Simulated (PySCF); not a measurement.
## Relaxation of triplet TiH₂

These are results of UB3LYP/[Ti def2-TZVP, H def2-TZVP], no relativity, density fitting, PySCF, not measurements. A (50,194) grid was used.

A start displaced from a saddle point along its imaginary mode, of C2v symmetry, held to at least that symmetry:

```xyz
3
charge 0 multiplicity 3, angstrom
Ti   -0.0009   -0.0050    0.0000
H     0.0219    0.1180    1.8315
H     0.0219    0.1180   -1.8315
```

Task: What forces act on the atoms at the start (eV/Å)?

Result: 
| atom | Fx | Fy | Fz |
| --- | --- | --- | --- |
| Ti1 | -0.06 | -0.35 | 0.00 |
| H2 | 0.03 | 0.18 | -0.08 |
| H3 | 0.03 | 0.18 | 0.08 |

Task: What does it relax to?

Result: It ends at C2v with Ti–H 1.757 Å (×2); H–Ti–H 122.2°. A frequency run shows a minimum. Other isomers or separated fragments may lie lower.

Task: How much energy is released, and in how many steps?

Result: 41.0 kJ/mol in 8 steps.

Open d and f shells are described by one determinant, and the ground state may have another occupation or spin.

The relaxation took 11 s on 2 threads of a shared Arm Neoverse V2 host, with 57 basis functions and 9 gradients; the process peaked at 0.63 GiB. Launch command: `OMP_NUM_THREADS=2 python axn.py task.json out`.
